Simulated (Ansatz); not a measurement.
Computed with Ansatz on PBE0-D4/def2-TZVP structures; ΔE is electronic, products minus reactants. CCSD(T)/CBS adds triple-zeta CCSD(T) − MP2 to the extrapolated MP2 energy (def2 sets, frozen cores). DFT in def2-TZVPP. One conformer a species, not always the lowest.

`O[SiH]([SiH3])Cl` + `BC1C[SiH2]1` → `B[SiH]([SiH3])Cl` + `OC1C[SiH2]1`  (redistribution)

(1) Is it downhill or uphill in electronic energy at CCSD(T)/CBS, and by how much? (Best estimate.)

(2) What do these levels give: PBE0-D4, r2SCAN0-D4, BHLYP-D4, ωB97X-V, MP2/def2-TZVPP, HF/CBS(def2)? (An estimate is asked.)

Largest T1 diagnostic among the species: 0.012.

Results:

(1) The calculation gave: Uphill: ΔE = +2.90 eV.

(2) Computed: PBE0-D4 2.79, r2SCAN0-D4 2.91, BHLYP-D4 2.84, ωB97X-V 2.76, MP2/def2-TZVPP 3.07, HF/CBS(def2) 2.74 eV.

From PBE to PBE0 (25 % exact exchange), in def2-TZVPP and without D4, ΔE moves by +0.06 eV. At CCSD(T), def2-SVP lies −0.29 eV from the extrapolated value and def2-TZVPP −0.03 eV.
